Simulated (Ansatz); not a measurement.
Program: Ansatz. Geometries: PBE0-D4/def2-TZVP. ΔE: electronic, gas phase. CBS: MP2 limit from def2 TZ/QZ plus the TZ coupled-cluster correction, frozen cores. This one scheme is used for every species. Functionals use def2-TZVPP. Each species was taken in one conformer, which may not be the lowest.

Consider the ligand exchange at the Al–F bond: `[F][AlH][SiH2]Cl` + `N[SiH3]` → `[SiH3][NH][AlH][SiH2]Cl` + H–F.

`[F][AlH][SiH2]Cl`:

Z-matrix (Å, degrees):
```
Si
Al 1 2.455
Cl 1 2.073 2 107.8
H 1 1.487 2 113.3 3 -118.6
H 1 1.488 2 113.3 3 118.6
F 2 1.652 1 116.0 3 -179.6
H 2 1.578 1 126.4 3 0.3
```

`N[SiH3]`:

Z-matrix (Å, degrees):
```
Si
N 1 1.720
H 1 1.486 2 107.9
H 1 1.494 2 116.0 3 -120.3
H 1 1.486 2 107.9 3 119.4
H 2 1.007 1 119.6 3 -168.6
H 2 1.007 1 119.6 3 49.2
```

`[SiH3][NH][AlH][SiH2]Cl`:

Z-matrix (Å, degrees):
```
Si
N 1 1.729
H 1 1.489 2 112.6
H 1 1.486 2 107.1 3 -119.8
H 1 1.489 2 111.5 3 120.9
Al 2 1.781 1 128.7 3 113.7
H 2 1.013 1 114.8 3 -65.3
Si 6 2.459 2 116.8 1 -2.8
H 6 1.585 2 117.9 1 179.0
Cl 8 2.081 6 107.0 2 -62.3
H 8 1.488 6 115.1 2 56.4
H 8 1.488 6 113.8 2 -179.4
```

H–F:

Z-matrix (Å, degrees):
```
F
H 1 0.920
```

```tsv
level	ΔE (kJ/mol)	difference from CCSD(T)/CBS
B97M-V	83.4	9.9
BHLYP-D4	78.4	4.9
ωB97X-V	80.4	6.9
ωB97M-V	78.1	4.6
PBE-QIDH	75.4	1.9
r2SCAN	81.7	8.2
BHLYP	92.9	19.4
RPA@PBE/def2-TZVPP	72.7	-0.8
CCSD(T)/def2-SVP	75.1	1.6
MP2/def2-QZVPP	72.7	-0.8
CCSD(T)/CBS	73.5	0
```

(1) What do rigid-rotor, harmonic-oscillator terms from PBE0-D4/def2-TZVP frequencies (298.15 K, 1 bar) make of the CCSD(T)/CBS value? (Best estimate.)

Largest T1 diagnostic among the species: 0.012.

Results:

(1) Ansatz gave: ΔZPE = -3.8 kJ/mol, ΔH = +72.0 kJ/mol, ΔS = -35 J/(mol·K), ΔG = +82.3 kJ/mol. Modes under 50 cm⁻¹ make the entropy rough.

The D4 term adds −15.4 kJ/mol with B3LYP and −8.9 kJ/mol with PBE0; it sums over pairs of atoms, weighted by their polarisabilities, and B3LYP, whose exchange is more repulsive, gets the larger term. Leaving LDA and LC-ωPBE aside and taking each functional with its dispersion term where it has one, the values, not all of them listed here, spread over 16.5 kJ/mol, from revPBE-D4 to B2PLYP. LDA lies −11.7 kJ/mol from PBE without D4.

B3LYP here is the variant with VWN-RPA as its local correlation; programs differ in this.
